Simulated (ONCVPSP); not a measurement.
Which change was made? (K, ONCV)

ONCVPSP 4.0.1 input, shortened (lines: element, Z, core and valence counts, functional; n l f; lmax; l rc ep ncon nbas qcut; lloc lpopt rc5 dvloc0; l nproj debl; icmod fcfact rcfact), PBE, scalar-relativistic:

```
  K 19.00    3    3        4      upf
    1    0    2.00
    2    0    2.00
    2    1    6.00
    3    0    2.00
    3    1    6.00
    3    2    1.00
    3
    0    1.35    0.00    3    7    4.40
    1    1.50    0.00    4    7    5.00
    2    4.00    0.00    5   10    2.10
    3    3.05    0.13    4    7    3.60
    4    2    1.00    4.00
    0    2    3.70
    1    1    0.40
    2    2    1.30
    3    2    2.50
    3    3.50    1.55
```

Cutoffs, loose and tight: the cutoffs (Ha) at which the residual kinetic energy of the hardest occupied pseudo-wave falls to 1 and 0.1 mHa per electron. They do not see the model core or the augmentation charge, which bear on the density cutoff. Test errors are all-electron minus pseudo excitation energies from the reference, over the configurations 3s2 3p6 3d0 4s1; 3s2 3p6 3d0; 3s2 3p6 3d0 4s0.5; 3s2 3p5 3d0 4s1; variants that change the core or the reference have their own tests. The largest error is taken over the tests solved by every variant that gives reliable tests at all, those not shown here included: 3s2 3p6 3d0; 3s2 3p6 3d0 4s0.5; 3s2 3p6 3d0 4s1.

The base gives: outcome: generated; cutoff, loose: 68 Ha; cutoff, tight: 111 Ha; bound ghosts: d, f; GHOST(+) flags above zero: none; largest test error (meV): +14.

Task: After one change the result is: outcome: generated; cutoff, loose: 1.3 Ha; cutoff, tight: 2.0 Ha; bound ghosts: none; GHOST(+) flags above zero: s; largest test error (meV): -7.9. Which change was it?
A. reference 3s2 3p6 4s1; waves 3s+4s: rc 1.35 bohr, ncon 3, nbas 7, qcut 4.4 1/bohr, 2 projectors; d scattering state at 0.43 Ha: rc 4.00 bohr, ncon 5, nbas 10, qcut 2.1 1/bohr, 2 projectors, debl 1.3 Ha
B. f: qcut 2.7
C. core [Ar], valence charge 1; reference 4s0.5 4p0.5; waves now 4s: rc 4.00 bohr, ncon 4, nbas 7, qcut 2 1/bohr, 2 projectors, debl 0.5 Ha; 4p: rc 3.70 bohr, ncon 3, nbas 6, qcut 2.2 1/bohr, 1 projector; d scattering state at 0.07 Ha: rc 3.80 bohr, ncon 3, nbas 7, qcut 2.3 1/bohr, 2 projectors, debl 0.6 Ha; f scattering state at 0.15 Ha: rc 3.50 bohr, ncon 5, nbas 9, qcut 3.7 1/bohr, 1 projector; local potential polynomial inside 2.25 bohr (lpopt 3, dvloc0 1 Ha)
D. d: qcut 2.9

Result: C. The others give: d: qcut 2.9 → outcome: generated; cutoff, loose: 68 Ha; cutoff, tight: 111 Ha; bound ghosts: f; GHOST(+) flags above zero: d; largest test error (meV): +9.1 | f: qcut 2.7 → outcome: generated; cutoff, loose: 68 Ha; cutoff, tight: 111 Ha; bound ghosts: d; GHOST(+) flags above zero: none; largest test error (meV): +14 | reference 3s2 3p6 4s1; waves 3s+4s: rc 1.35 bohr, ncon 3, nbas 7, qcut 4.4 1/bohr, 2 projectors; d scattering state at 0.43 Ha: rc 4.00 bohr, ncon 5, nbas 10, qcut 2.1 1/bohr, 2 projectors, debl 1.3 Ha → outcome: generated; cutoff, loose: 68 Ha; cutoff, tight: 111 Ha; bound ghosts: none; GHOST(+) flags above zero: d, f; largest test error (meV): -34.
